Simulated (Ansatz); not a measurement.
Reaction (ligand exchange at a B–C bond): `B[CH](O)[GeH3]` + `OC[SiH2]Br` → `BOC[SiH2]Br` + `O[CH2][GeH3]`

Program: Ansatz. Geometries: PBE0-D4/def2-TZVP. ΔE: electronic, gas phase. CCSD(T)/CBS adds triple-zeta CCSD(T) − MP2 to the extrapolated MP2 energy (def2 sets, frozen cores). For Br, Ge outer-core shells are correlated without core-valence functions, which leaves a few kJ/mol of doubt a bond. Scalar relativity is left out up to krypton. One conformer a species, not always the lowest.

```tsv
species	HF/CBS(def2) energy (Eh)
`B[CH](O)[GeH3]`	-2216.91836
`OC[SiH2]Br`	-2977.16135
`BOC[SiH2]Br`	-3002.47341
`O[CH2][GeH3]`	-2191.66784
```

Q: Work out ΔE.

A: ΔE = (-3002.47341) + (-2191.66784) − (-2216.91836) − (-2977.16135) = -0.06154 Eh = -1.67 eV. CCSD(T)/CBS gives -1.29 eV.

Largest T1 diagnostic among the species: 0.013.

From PBE to PBE0 (25 % exact exchange), in def2-TZVPP and without D4, ΔE moves by −0.09 eV. In def2-TZVPP, CCSD(T) changes the Hartree–Fock value by +0.36 eV (the triples alone add +0.06 eV) and MP2 by +0.37 eV.
